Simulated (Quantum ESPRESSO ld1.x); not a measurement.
Problem. Neutral carbon, configuration [He] 2s0.5 2p3.5 (fractional occupations, a model configuration). Method: non-relativistic Kohn-Sham, LDA (Slater exchange, VWN5 correlation), spin-polarised, spherical densities, point nucleus; open shells are filled with parallel spins first; computed with ld1.x of Quantum ESPRESSO 7.5. Some entries of the table are withheld. Estimate them.

| orbital | occ. | eigenvalue (eV) | r(max) (bohr) | <r> (bohr) |
|---|---|---|---|---|
| 1s up | 1 | -271.662 | (1) | 0.2731 |
| 1s down | 1 | -270.134 | (2) | 0.2718 |
| 2s up | 0.5 | -15.5930 | 1.20 | 1.545 |
| 2s down | 0 | -11.1418 | 1.25 | 1.671 |
| 2p up | 3 | -7.2272 | (3) | 1.683 |
| 2p down | 0.5 | -3.2962 | (4) | 2.114 |

Solution. 
(1) 1s up r(max) (bohr): 0.175
(2) 1s down r(max) (bohr): 0.175
(3) 2p up r(max) (bohr): 1.16
(4) 2p down r(max) (bohr): 1.28
